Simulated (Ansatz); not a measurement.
Cartesian coordinates in Å:
```
C -0.623 -0.568 1.003
C 0.556 -0.263 0.088
Si 0.390 1.315 -0.912
Cl -1.291 1.198 -2.109
H -0.765 0.219 1.747
H -0.473 -1.509 1.539
H -1.551 -0.655 0.435
H 1.487 -0.176 0.660
H 0.711 -1.075 -0.632
H 1.558 1.514 -1.818
```

The species carries charge 0 and has multiplicity 2.

Problem. List the PBE/def2-TZVPP orbital energies in eV (Ansatz 0.2.0). (Best estimate.)

Solution. Computed: α occupied: -2738.88, -1780.48, -269.19, -268.96, -249.45, -190.14, -190.00, -189.97, -138.11, -94.92, -94.86, -94.77, -20.47, -19.05, -15.59, -12.55, -11.22, -10.58, -9.70, -9.07, -8.77, -8.28, -8.16, -7.31, -4.92. α empty: -0.55, 0.05, 0.70, 1.15, 1.62, 1.66, 2.35, 2.72. β occupied: -2738.87, -1780.41, -269.17, -268.96, -249.44, -190.12, -189.97, -189.96, -138.02, -94.82, -94.71, -94.69, -20.38, -19.01, -15.52, -12.23, -11.17, -10.52, -9.61, -8.96, -8.70, -8.20, -7.98, -7.20. β empty: -3.27, -0.15, 0.34, 0.91, 1.54, 1.69, 1.76, 2.47. ⟨S²⟩ = 0.752.
